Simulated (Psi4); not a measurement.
boroxine (H₃B₃O₃), singlet, at a GFN2-xTB geometry; FNO-CCSD(T)/def2-SVP (Psi4 1.11).

Input for Psi4:
```
memory 2 GB

molecule {
0 1
  B    -0.62995984    1.18044110    0.24926454
  O    -1.34098568    0.02127528    0.22114647
  B    -0.71277475   -1.15913808   -0.02782965
  O     0.62913932   -1.17890358   -0.24893988
  B     1.34273459   -0.02130303   -0.22143489
  O     0.71184636    1.15762830    0.02779340
  H    -1.17144101    2.19508773    0.46351956
  H    -1.32543937   -2.15547372   -0.05175059
  H     2.49688038   -0.03961402   -0.41176897
}

set basis def2-svp
set freeze_core true

energy('fno-ccsd(t)')
print_variables()
```

The log (banner, timings and long lists left out):

```
   => Loading Basis Set <=

    Name: DEF2-SVP
    Role: ORBITAL
    Keyword: BASIS

         ---------------------------------------------------------
                                   SCF
               by Justin Turney, Rob Parrish, Andy Simmonett
                          and Daniel G. A. Smith
                              RHF Reference
         ---------------------------------------------------------

  ==> Geometry <==

    Molecular point group: cs
    Full point group: C1h

    Geometry (in Angstrom), charge = 0, multiplicity = 1:

       Center              X                  Y                   Z               Mass
    ------------   -----------------  -----------------  -----------------  -----------------
         B           -0.680370626310    -0.014200785545    -1.178693155739    11.009305360000
         O            0.679484444030     0.014182289112    -1.177157910825    15.994914619570
         B            1.360741257496     0.028401564902     0.000000000000    11.009305360000
         O            0.679484444030     0.014182289112     1.177157910825    15.994914619570
         B           -0.680370626310    -0.014200785545     1.178693155739    11.009305360000
         O           -1.358968891723    -0.028364573576     0.000000000000    15.994914619570
         H           -1.265182323321    -0.026407050976    -2.191837342422     1.007825032230
         H            2.530364651517     0.052814095764     0.000000000000     1.007825032230
         H           -1.265182323321    -0.026407050976     2.191837342422     1.007825032230

  Running in cs symmetry.

  Rotational constants: A =      0.19926  B =      0.19926  C =      0.09963 [cm^-1]
  Rotational constants: A =   5973.55934  B =   5973.55933  C =   2986.77967 [MHz]
  Nuclear repulsion =  203.339216922764535

  Charge       = 0
  Multiplicity = 1
  Electrons    = 42
  Nalpha       = 21
  Nbeta        = 21

  ==> Algorithm <==

  SCF Algorithm Type is PK.
  DIIS enabled.
  MOM disabled.
  Fractional occupation disabled.
  Guess Type is SAD.
  Energy threshold   = 1.00e-08
  Density threshold  = 1.00e-08
  Integral threshold = 1.00e-12

  ==> Primary Basis <==

  Basis Set: DEF2-SVP
    Blend: DEF2-SVP
    Number of shells: 45
    Number of basis functions: 99
    Number of Cartesian functions: 105
    Spherical Harmonics?: true
    Max angular momentum: 2

  ==> Integral Setup <==

  Using in-core PK algorithm.
   Calculation information:
      Number of atoms:                   9
      Number of AO shells:              45
      Number of primitives:             87
      Number of atomic orbitals:       105
      Number of basis functions:        99

      Integral cutoff                 1.00e-12
      Number of threads:                 1

  Performing in-core PK
  Using 24507450 doubles for integral storage.
  We computed 513220 shell quartets total.
  Whereas there are 536130 unique shell quartets.

  ==> DiskJK: Disk-Based J/K Matrices <==

    J tasked:                  Yes
    K tasked:                  Yes
    wK tasked:                  No
    Schwarz Cutoff:          1E-12

  Minimum eigenvalue in the overlap matrix is 3.9521859208E-03.
  Reciprocal condition number of the overlap matrix is 7.5629023186E-04.
    Using symmetric orthogonalization.

  ==> Pre-Iterations <==

  SCF Guess: Superposition of Atomic Densities via on-the-fly atomic UHF (no occupation information).

   -------------------------
    Irrep   Nso     Nmo
   -------------------------
     A'        57      57
     A"        42      42
   -------------------------
    Total      99      99
   -------------------------

  ==> Iterations <==

                        Total Energy        Delta E     RMS |[F,P]|

   @RHF iter SAD:  -299.26441119605943   -2.99264e+02   0.00000e+00
   @RHF iter   1:  -300.34031634741820   -1.07591e+00   8.07444e-03 ADIIS/DIIS
   @RHF iter   2:  -300.42910231806275   -8.87860e-02   4.61327e-03 ADIIS/DIIS
[...]
  @RHF Final Energy:  -300.46691414094056
    Total Energy =                       -300.4669141409405597
      * MP2 total energy:                   -301.232750522902
[...]
      0   0 1   -0.7934822711   -0.7934822711    0.0223894185        2
      1   1 1   -0.7948319701   -0.0013496990    0.0115581748        2
      2   2 1   -0.7968755707   -0.0020436006    0.0049283749        2
      3   3 1   -0.7973591684   -0.0004835977    0.0027422995        2
      4   4 1   -0.7972177915    0.0001413769    0.0005382426        2
      5   5 1   -0.7972073604    0.0000104311    0.0001878033        2
      6   6 1   -0.7972131291   -0.0000057688    0.0000428810        1
      7   7 1   -0.7972130956    0.0000000335    0.0000116105        2
      8   8 1   -0.7972129271    0.0000001685    0.0000035768        2
      9   8 2   -0.7972129831   -0.0000000561    0.0000009690        2
     10   8 3   -0.7972129628    0.0000000203    0.0000003174        2
     11   8 4   -0.7972129760   -0.0000000132    0.0000000798        2

  CCSD iterations converged!

        T1 diagnostic:                         0.015554711593
        D1 diagnostic:                         0.042900381283

        OS MP2 FNO correction:                 0.000000000000
        SS MP2 FNO correction:                -0.000000000000
        MP2 FNO correction:                    0.000000000000

        OS MP2 correlation energy:            -0.565700591522
        SS MP2 correlation energy:            -0.200135790440
        MP2 correlation energy:               -0.765836381962
      * MP2 total energy:                   -301.232750522902

        OS MP2.5 correlation energy:          -0.582899123011
        SS MP2.5 correlation energy:          -0.191866834315
        MP2.5 correlation energy:             -0.774765957326
      * MP2.5 total energy:                 -301.241680098267

        OS MP3 correlation energy:            -0.600097654500
        SS MP3 correlation energy:            -0.183597878191
        MP3 correlation energy:               -0.783695532691
      * MP3 total energy:                   -301.250609673631

        OS MP4(SDQ) correlation energy:       -0.614822632107
        SS MP4(SDQ) correlation energy:       -0.176324471568
        MP4(SDQ) correlation energy:          -0.797496935171
      * MP4(SDQ) total energy:              -301.264411076112

        OS CCSD correlation energy:           -0.616971818420
        SS CCSD correlation energy:           -0.180241157590
        CCSD correlation energy:              -0.797212976010
      * CCSD total energy:                  -301.264127116950

  Total time for CCSD iterations:       19.07 s (user)
                                         3.89 s (system)
                                           23 s (total)

  Time per iteration:                    1.59 s (user)
                                         0.32 s (system)
                                         2.09 s (total)

        ==> Resort (ov|vv) integrals for low-memory (T) computation <==

        *******************************************************
        *                                                     *
        *                      CCSD(T)                        *
        *                                                     *
        *******************************************************

        Using low-memory algorithm.

        num_threads:                      1
        memory requirements:       23.03 mb

        Number of abc combinations: 82160

        Computing (T) correction...

        % complete  total time
              10.0
              20.0
              30.0
              40.0
              50.0
              60.0
              70.0
              80.0
              90.0

        (T) energy                            -0.021802706202

        CCSD(T) correlation energy            -0.819015682212
      * CCSD(T) total energy                -301.285929823152

  Variable Map:
  ----------------------------------------------------------------------------
[...]
  Array Variable Map:
  ----------------------------------------------------------------------------
[...]
[...]
```
